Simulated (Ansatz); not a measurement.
The cluster OsO₂ (the lowest singlet isomer of a short search) was relaxed with r2SCAN-D4 (def2-TZVP) in Ansatz in these states: neutral quintet, neutral triplet. The geometries follow in no particular order.

In the def2 sets Os takes a core potential; there is no spin–orbit coupling.

A:

```xyz
3

Os    0.172    0.074    0.572
O    -1.498    0.148    0.116
O     1.326   -0.222   -0.687
```

B:

Cartesian coordinates in Å:
```
Os -0.0973 0.1358 0.4241
O -1.3976 -0.5993 -0.3736
O 1.4949 0.4635 -0.0504
```

Task: Judge from the bond lengths which geometry belongs to which state (an estimate).

Result: A is the neutral quintet (Os1–O3 1.733 Å, Os1–O2 1.733 Å); B is the neutral triplet (Os1–O3 1.693 Å, Os1–O2 1.693 Å).

At PBE0-D4/def2-TZVP a triplet lies 0.88 eV below the neutral quintet. These are the stationary points nearest to one start from a short search; other shapes may lie lower in each state.
